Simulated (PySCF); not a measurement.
# Unknown compound

Molecular formula: C₅H₆FNSi. Simulated spectra:

1H NMR (400 MHz, computed): δ 6.74 (m, 1H), 6.29 (m, 1H), 6.10 (m, 1H), 5.84 (m, 1H), 5.71 (m, 2H).

13C{1H} NMR (computed): δ 166.7 (C), 146.6 (CH), 136.6 (CH2), 122.3 (C), 118.2 (CH).

PySCF calculation with geometry from GFN2-xTB and shieldings: GIAO PBE0/pcSseg-1; one conformer, isolated molecule, averaged over atoms made equivalent by symmetry, fast rotation or ring inversion, no relativistic terms.

δ = σ(ref) − σ, references computed at the same level: TMS for 1H, 13C.

Q: Which of these isomers gave the spectra?
A. C=C/C(=C\C#N)[SiH2]F
B. C=C/C(=C/C#N)[SiH2]F
C. N#C[C@H]1C/C(=C/F)[SiH2]1
D. Fc1ccc([SiH3])nc1
E. F[SiH2]c1cccnc1
F. C#C[SiH2][C@](C)(F)C#N

A: B. 

- Rings plus π bonds: 4 (no ring in the answer).
- 5 carbon signals for 5 carbons: no two carbons are equivalent.
- Carbon types of the structure: 2 × C, 2 × CH, 1 × CH2, leaving 2 H on heteroatoms.
- δC 166.7: fully substituted alkene carbon.
- δC 146.6, 118.2: alkene CH; the olefinic region.
- δC 136.6: terminal =CH2 carbon; an sp2 carbon of a C=C bond.
- δC 122.3: nitrile carbon; this is the usual window of a C≡N carbon, which has no attached hydrogen.
- δH 6.74, 5.84: hydrogen on an alkene CH; a vinylic proton, deshielded by the sp2 carbon and the C=C anisotropy.

The others: F[SiH2]c1cccnc1 has carbons computed at 158.4, 157.5, 147.1, 132.0, 128.8, with a different DEPT pattern; C#C[SiH2][C@](C)(F)C#N would give 4 signals for carbon-bound and other non-exchanging H, not 5; N#C[C@H]1C/C(=C/F)[SiH2]1 would give 6 signals for carbon-bound and other non-exchanging H, not 5; C=C/C(=C\C#N)[SiH2]F has carbons computed at 164.4, 146.1, 129.9, 120.5, 117.5; Fc1ccc([SiH3])nc1 would give 4 signals for carbon-bound and other non-exchanging H, not 5.

Splittings by 19F in the carbon and heteronuclear signals aren't shown, as no couplings were computed. Shifts are as computed. Against solution values, carbons near 30 ppm lie about +3 ppm off and those near 130 ppm about +5 ppm. Of 1211 compounds with measured shifts, 218 miss one by over three times the rms of a fit or turn the order of signals round; such compounds aren't used in these exercises. No couplings were computed; multiplicities are counted from neighbouring protons, with m where these are inequivalent, close in shift, in a saturated or five-membered ring or joined by F or P, and br s for small geminal =CH2 splittings.
